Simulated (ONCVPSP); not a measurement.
## Before and after: ONCV potential for Mn (Z = 25)

| Item | Value |
| --- | --- |
| Element | Mn (Z = 25) |
| Generator | ONCVPSP 4.0.1 |
| Type | optimised norm-conserving Vanderbilt (ONCV) |
| Functional | BLYP |
| Relativity | scalar-relativistic |
| Frozen core | [Ar] |
| Valence charge | 7 |
| Reference configuration | 3d5 4s2 |
| Partial waves | 4s: rc 2.75 bohr, ncon 3, nbas 8, qcut 2.2 1/bohr, 2 projectors, debl 1.5 Ha; p scattering state at 0.11 Ha: rc 2.30 bohr, ncon 4, nbas 9, qcut 2.9 1/bohr, 2 projectors, debl 2.3 Ha; 3d: rc 1.80 bohr, ncon 5, nbas 9, qcut 7.7 1/bohr, local |
| Local potential | the d channel |
| Core correction | Teter function, fcfact 3.75, rcfact 1.3 |

Change: s: qcut 2.6.

Cutoffs: the cutoffs (Ha) at which the residual kinetic energy of the hardest occupied pseudo-wave falls to 1 and 0.1 mHa per electron; they do not see the model core or the augmentation charge, which bear on the density cutoff. Errors are all-electron minus pseudo energies relative to the spin-unpolarised reference configuration.

Problem. What does the change do?

Solution. The potential gets neither clearly harder nor softer (29 Ha and 80 Ha → 29 Ha and 80 Ha); both files keep a bound ghost (s); of the 4 tests that both files solve, the error grows in 0 and shrinks in 4 by more than 15 % and 0.3 meV (median size 29.7 → 15.4 meV).

| quantity | base | changed |
| --- | --- | --- |
| cutoff, loose | 29 Ha | 29 Ha |
| cutoff, tight | 80 Ha | 80 Ha |
| loose cutoff by channel | s 2.9 Ha, d 29 Ha | s 2.8 Ha, d 29 Ha |
| bound ghosts | s | s |
| GHOST(+) flags under 300 eV | p at 61.6 eV | p at 61.6 eV |
| error for 3d5 4s1, meV [ΔE 8.40 eV] | -1.6 | -0.5 |
| error for 3d5 4s0, meV [ΔE 24.17 eV] | -30 | -14 |
| error for 3d4 4s0, meV [ΔE 56.69 eV] | -482 | -348 |
| error for 3d5 4s0 4p1, meV [ΔE 13.18 eV] | -29 | -17 |
| s: phases at 2.79 bohr within 0.05 rad from the reference energy up to (Ha; the scan ends near 5) | n/a | n/a |
| p: phases at 2.33 bohr within 0.05 rad from the reference energy up to (Ha; the scan ends near 5) | 2.2 | 2.2 |
| d: phases at 1.82 bohr within 0.05 rad from the reference energy up to (Ha; the scan ends near 5) | 0.3 | 0.3 |
| rms error of d²Exc/dni dnj with the model core, mHa | 7.55 | 7.55 |

 A true bound ghost makes a file unfit for plane-wave use even where its test errors are small: the radial tests pick states by their node count and pass the ghost by.
